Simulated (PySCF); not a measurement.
**Molecular orbitals of LiBe**

r²SCAN at R = 2.600 Å; Li def2-SVPD, Be def2-SVPD; no relativity (PySCF 2.14). State: ²Σ⁺ (doublet), unpaired electrons σ ↑. Only the outer orbitals are listed, counted within each symmetry.

```tsv
spin	orbital	occ.	ε (eV)	on Li (%)	main shells (%)
α	2σ	1	-53.00	100	100 Li s
α	3σ	1	-5.68	24	77 Be s, 16 Li s
α	4σ	1	-3.15	45	50 Be p, 44 Li s
α	1π	0	-1.91	41	59 Be p, 41 Li p
α	1π	0	-1.91	41	59 Be p, 41 Li p
α	5σ	0	-1.86	75	47 Li p, 28 Li s, 24 Be p
β	2σ	1	-52.87	100	100 Li s
β	3σ	1	-5.25	11	81 Be s
β	1π	0	-1.45	22	78 Be p, 22 Li p
β	1π	0	-1.45	22	78 Be p, 22 Li p
β	4σ	0	-1.24	45	41 Li s, 37 Be p, 18 Be s
```

Which are the highest filled and the lowest empty level, where do they sit, and how wide is the gap?

Highest filled α 4σ at -3.15 eV (in %: 50 Be p, 44 Li s); lowest empty α 1π at -1.91 eV (in %: 59 Be p, 41 Li p); the gap at r²SCAN is 1.24 eV.

```json
{
  "bond order (Mayer)": "0.77",
  "⟨S²⟩": "0.780",
  "charge on Li (Mulliken, basis-dependent)": "0.19",
  "charge on Li (Löwdin, basis-dependent)": "0.10",
  "dipole moment (positive dipole means Li(−)Be(+))": "-3.38 D"
}
```

The state is the lowest determinant that a PBE0 search found; another state may lie lower at other levels.
